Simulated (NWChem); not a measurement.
Species: C5H4N, doublet; SMILES [c]1ccccn1

In the optimisation the excess spin sits in a' (Cs, its own frame). No frequency run checked for a minimum.

Problem. Give the equilibrium geometry at PBE0/def2-SVP, spin-unrestricted (NWChem) as a list of bonds and angles, with the point group.

Solution. point group Cs; any orientation.
Bonded distances (Å): C1–N2 1.283, C1–C6 1.391, N2–C3 1.341, C3–C4 1.391, C3–H7 1.095, C4–C5 1.399, C4–H8 1.092, C5–C6 1.395, C5–H9 1.094, C6–H10 1.092. Angles (°): N2–C1–C6 126.4, C1–N2–C3 119.0, N2–C3–C4 120.9, N2–C3–H7 117.5, C4–C3–H7 121.6, C3–C4–C5 118.8, C3–C4–H8 120.2, C5–C4–H8 120.9, C4–C5–C6 119.6, C4–C5–H9 120.2, C6–C5–H9 120.2, C1–C6–C5 115.2, C1–C6–H10 122.8, C5–C6–H10 122.1.
